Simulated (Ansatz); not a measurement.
`OC([SiH3])N[SiH3]`, charge 0, multiplicity 1.

**Question.** Give a relaxed structure at PBE0-D4/def2-TZVP (Ansatz). (Best estimate.)

**Answer.** The calculation gave: 
Z-matrix (Å, degrees):
```
C
Si 1 1.905
N 1 1.439 2 111.9
O 1 1.414 2 106.8 3 -123.2
H 1 1.102 2 108.8 3 117.8
H 2 1.488 1 107.7 3 52.8
H 2 1.487 1 108.0 3 -64.9
H 2 1.485 1 112.4 3 174.2
Si 3 1.723 1 124.3 2 112.7
H 3 1.010 1 114.1 2 -50.4
H 4 0.964 1 107.4 2 171.8
H 9 1.491 3 114.7 1 -71.9
H 9 1.485 3 107.4 1 167.8
H 9 1.487 3 108.1 1 47.7
```
This is one stationary point; other conformers may exist.
